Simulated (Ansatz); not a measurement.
Geometry optimisation, Ansatz, RHF/def2-SVP.

The input (input.yaml):

```yaml
crystal:
  periodic: [false, false, false]
  atoms:
    - { symbol: B, position_ang: [0.091266, 0.519257, -0.261068] }
    - { symbol: F, position_ang: [0.087939, -0.384141, 2.109376] }
    - { symbol: "N", position_ang: [1.325863, 0.101794, -0.776422] }
    - { symbol: H, position_ang: [1.443408, -0.80288, -1.181944] }
    - { symbol: H, position_ang: [2.185662, 0.596909, -0.6569] }
    - { symbol: H, position_ang: [-0.893295, -0.140615, -0.427364] }
    - { symbol: O, position_ang: [-0.073548, 1.738123, 0.384926] }
    - { symbol: H, position_ang: [0.709877, 2.262346, 0.418618] }
    - { symbol: H, position_ang: [-0.362373, 0.405808, 2.119177] }
basis:
  gaussian: { orbitals: def2-SVP }
hamiltonian:
  xc: hf
relax:
  f_tol: 0.03
  max_steps: 50
```

Launched with:

```bash
$ ansatz run input.yaml --threads 1 --pin off --max-ram 2048MiB --backend cpu --events-out ev --progress --plain --runs-dir out
```

Where does it end, and by what steps?

It converged. The force dipped under the threshold on the way, but the program's further checks kept it going. After 22 steps the energy has fallen by 0.261 eV; F2 moved furthest, 1.84 Å.

| step | energy less start (eV) | largest force component (eV/Å) | accepted |
| --- | --- | --- | --- |
| 0 | 0.0000 | 0.649 | yes |
| 1 | -0.0627 | 1.689 | yes |
| 2 | -0.1074 | 1.759 | yes |
| 3 | -0.1682 | 0.825 | yes |
| 4 | -0.1918 | 0.717 | yes |
| 5 | -0.2106 | 0.485 | yes |
| 6 | -0.2232 | 0.142 | yes |
| 7 | -0.2319 | 0.375 | yes |
| 8 | -0.2364 | 0.670 | yes |
| 9 | -0.2489 | 0.196 | yes |
| 10 | -0.2489 | 0.213 | yes |
| 11 | -0.2514 | 0.362 | yes |
| 12 | -0.2544 | 0.396 | yes |
| 13 | -0.2571 | 0.170 | yes |
| 14 | -0.2586 | 0.031 | yes |
| 15 | -0.2582 | 0.169 | no |
| 16 | -0.2588 | 0.008 | yes |
| 17 | -0.2597 | 0.125 | yes |
| 18 | -0.2602 | 0.088 | yes |
| 19 | -0.2608 | 0.028 | yes |
| 20 | -0.2609 | 0.063 | yes |
| 21 | -0.2609 | 0.067 | yes |
| 22 | -0.2611 | 0.023 | yes |

```xyz
9
Properties=species:S:1:pos:R:3
B 0.446 0.130 -0.246
F -1.191 0.610 2.991
N 1.337 0.311 -1.310
H 1.311 -0.274 -2.118
H 2.045 1.015 -1.351
H -0.373 -0.742 -0.282
O 0.462 0.923 0.875
H 1.113 1.608 0.895
H -0.635 0.716 2.276
```

Whether the end is a true minimum wasn't checked by a vibrational analysis.

The run took 38 s on 1 thread of Arm Neoverse V1 (shared host), peak memory 0.14 GiB.
